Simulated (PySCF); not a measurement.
**Zirconium: a sound run and one with changed settings**

Sound run: Zr²⁺ [Kr] 4d2, Zr³⁺ [Kr] 4d1. Calculation: PySCF 2.14, in aug-cc-pVDZ-PP with ECP28MDF; scalar relativity through the core potential. The sound run starts from symmetry-adapted Hartree-Fock orbitals and uses a fine grid where one is needed.

Changed run: radial step 0.3 in ln r (0.13 in the sound run). This setting is unsound on purpose.

```
species  method  sound run (hartree)  changed run (hartree)  converged
   Zr²⁺     UHF            -45.66003              -45.66003        yes
   Zr²⁺    BP86            -46.07136              -46.07100        yes
   Zr²⁺  M06-2X            -45.93717              -45.95729        yes
   Zr³⁺     UHF            -44.83797              -44.83797        yes
   Zr³⁺    BP86            -45.21152              -45.21121        yes
   Zr³⁺  M06-2X            -45.09040              -45.11183        yes
```

Ionisation energy of Zr²⁺:

```tsv
method	sound run (eV)	changed run (eV)
UHF	22.369	22.369
BP86	23.398	23.396
M06-2X	23.042	23.006
```

A coarse radial grid mis-integrates the density and the exchange-correlation energy, with errors of either sign; Hartree-Fock needs no grid.

For comparison, NIST gives 23.170 eV between the lowest levels.
